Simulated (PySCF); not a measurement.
**An excited-state table with gaps**

Compound: CH₆ClFSi₂.
Cartesian coordinates in Å at the GFN2-xTB level; atoms count from 1:
```
atom  x, y, z in Å
F1     0.4047   -1.8673    1.1284
Si2    0.1592   -0.8563   -0.1198
Si3   -1.8023    0.3249    0.1741
C4     1.7015    0.2772   -0.0453
Cl5    1.5463    1.5659   -1.2757
H6     0.3327   -1.7543   -1.2586
H7    -2.8703   -0.5419    0.6817
H8    -2.2598    0.8926   -1.0951
H9    -1.6465    1.4291    1.1281
H10    2.6313   -0.2461   -0.2589
H11    1.8086    0.7789    0.9151
```

Level of theory: PySCF, TDDFT B3LYP/def2-SVPD, vertical, gas phase, core orbitals frozen in the response.

Orbital energies (eV): HOMO-3 -9.86, HOMO-2 -8.78, HOMO-1 -8.55, HOMO -8.06, LUMO -1.01, LUMO+1 -0.55, LUMO+2 0.13.

Lowest singlets, with some entries withheld (?).

```json
{"state": "S1", "E (eV)": "6.04", "f": "0.0047", "main configurations (H = HOMO, L = LUMO)": "H→L (98%)"}
{"state": "S2", "E (eV)": "6.56", "f": "?", "main configurations (H = HOMO, L = LUMO)": "H-1→L (97%)"}
{"state": "S3", "E (eV)": "?", "f": "0.010", "main configurations (H = HOMO, L = LUMO)": "?"}
{"state": "S4", "E (eV)": "6.77", "f": "0.039", "main configurations (H = HOMO, L = LUMO)": "?"}
{"state": "S5", "E (eV)": "7.03", "f": "0.0026", "main configurations (H = HOMO, L = LUMO)": "H→L+2 (82%)"}
{"state": "S6", "E (eV)": "?", "f": "0.0042", "main configurations (H = HOMO, L = LUMO)": "?"}
{"state": "S7", "E (eV)": "7.34", "f": "?", "main configurations (H = HOMO, L = LUMO)": "H-2→L+1 (88%)"}
{"state": "S8", "E (eV)": "7.48", "f": "?", "main configurations (H = HOMO, L = LUMO)": "H-1→L+2 (79%)"}
```

(1) What stands in place of each question mark?

(2) Where do the lowest triplets lie (Tamm–Dancoff)?

(3) How far apart are S1 and S3, in eV and cm⁻¹?

(4) What is the mean static polarisability from the same response equations?

Answers

(1) 
- S2: f = 0.0008
- S3: E = 6.63 eV; H→L+1 (94%)
- S4: H-2→L (92%)
- S6: E = 7.13 eV; H-1→L+1 (90%)
- S7: f = 0.042
- S8: f = 0.0018

(2) T1 5.61 eV, H→L (87%); T2 6.04 eV, H-2→L (66%), H-1→L (14%), H→L+2 (12%); T3 6.18 eV, H→L+1 (67%), H-2→L+1 (24%). E(S1) − E(T1) = +0.43 eV.

(3) 6.631 − 6.042 = 0.589 eV, or about 4750 cm⁻¹.

(4) 81.6 au (12.09 Å³), with principal values 70.7, 82.7 and 91.4 au.

One conformer stands for the species.
